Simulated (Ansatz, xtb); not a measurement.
**Ligand exchange: CH2BrF + SiH3I → CH2BrI + SiH3F**

Species: CH2BrF (bromofluoromethane) `FCBr`, singlet; SiH3I `[SiH3]I`, singlet; CH2BrI (bromoiodomethane) `BrCI`, singlet; SiH3F `F[SiH3]`, singlet. The partners trade F for I: C–F and Si–I bonds give way to C–I and Si–F.

Shapes, held fixed at every level: PBE0-D4/def2-TZVP. Programs: Ansatz 0.2.0, xtb 6.7.1. The zero-point and thermal change to 298 K, harmonic and unscaled (PBE0-D4/def2-TZVP), is -1.7 kJ/mol.

(1) Estimate ΔH(298 K) of this reaction.

## Answers

(1) The highest level, CCSD(T)/def2-TZVPP, gives ΔH(298 K) = -79.7 kJ/mol; the levels span -88.3 to -37.2. The column of differences is taken from that level and isn't an error. No measured value is set beside it here. For atoms past krypton def2 sets carry core potentials with scalar relativity. Relativity is left out for Br. Outer-core shells of Br, I are correlated, in sets that cover them unevenly.

| level | kind | ΔH(298 K) (kJ/mol) | less CCSD(T)/def2-TZVPP |
| --- | --- | --- | --- |
| GFN1-xTB | semi-empirical | -37.2 | +42.5 |
| HF/def2-SVP | Hartree–Fock | -40.8 | +38.9 |
| r2SCAN-D4/def2-TZVPP | meta-GGA | -64.3 | +15.4 |
| BHLYP-D4/def2-TZVPP | global hybrid | -72.1 | +7.6 |
| wB97M-V/def2-TZVPP | range-separated hybrid | -69.0 | +10.7 |
| B2PLYP/def2-TZVPP | double hybrid | -77.1 | +2.6 |
| MP2/def2-TZVPP | perturbation theory | -88.3 | -8.6 |
| CCSD/def2-TZVPP | coupled cluster or CI | -78.6 | +1.1 |
| CCSD(T)/def2-TZVPP | coupled cluster or CI | -79.7 | 0.0 |
